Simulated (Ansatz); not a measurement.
Compare A (`O[SiH2]/C(O)=C\Cl`) with its isomer B (`Cl[SiH2]OC1CO1`).

Computed with Ansatz on PBE0-D4/def2-TZVP structures; ΔE is electronic, products minus reactants. CBS: MP2 limit from def2 TZ/QZ plus the TZ coupled-cluster correction, frozen cores. DFT in def2-TZVPP. B3LYP here is the variant with VWN-RPA as its local correlation; programs differ in this. Each species was taken in one conformer, which may not be the lowest.

A:

Z-matrix (Å, degrees):
```
Si
C 1 1.875
O 1 1.660 2 98.3
H 1 1.484 2 113.0 3 -117.4
H 1 1.484 2 113.0 3 117.4
C 2 1.331 1 122.1 3 179.9
O 2 1.358 1 117.8 3 -0.0
H 3 0.957 1 120.4 2 179.6
Cl 6 1.726 2 119.5 1 0.0
H 6 1.082 2 125.3 1 -180.0
H 7 0.966 2 107.8 1 -0.0
```

B:

```xyz
11

Cl   -0.395    1.880    2.403
Si    0.131   -0.035    1.881
O    -0.545   -0.433    0.440
C    -0.364    0.255   -0.739
C     0.040   -0.476   -1.925
O     0.947    0.371   -1.211
H     1.606   -0.081    1.836
H    -0.449   -0.975    2.857
H    -0.962    1.161   -0.804
H    -0.242   -0.125   -2.914
H     0.234   -1.540   -1.825
```

**Question.** Which isomer does CCSD(T)/CBS put lower? Give the gap. (Estimate.)

**Answer.** Ansatz gave: B, by 45.8 kJ/mol.

**Question.** Give E(B) − E(A) in kJ/mol with B3LYP-D4, PBE0-D4, B3LYP, ωB97M-V, r2SCAN-D4, CCSD(T)/def2-TZVPP, MP2/def2-TZVPP. (An estimate is asked.)

**Answer.** Computed: B3LYP-D4 -43.5, PBE0-D4 -54.1, B3LYP -47.6, ωB97M-V -52.8, r2SCAN-D4 -53.2, CCSD(T)/def2-TZVPP -50.6, MP2/def2-TZVPP -53.6. None reverses the order clearly.

Largest T1 diagnostic: 0.012.

From PBE to PBE0 (25 % exact exchange), in def2-TZVPP and without D4, E(B) − E(A) moves by −9.4 kJ/mol. In def2-TZVPP, CCSD(T) changes the Hartree–Fock value by +23.0 kJ/mol (the triples alone add +5.3 kJ/mol) and MP2 by +20.1 kJ/mol.
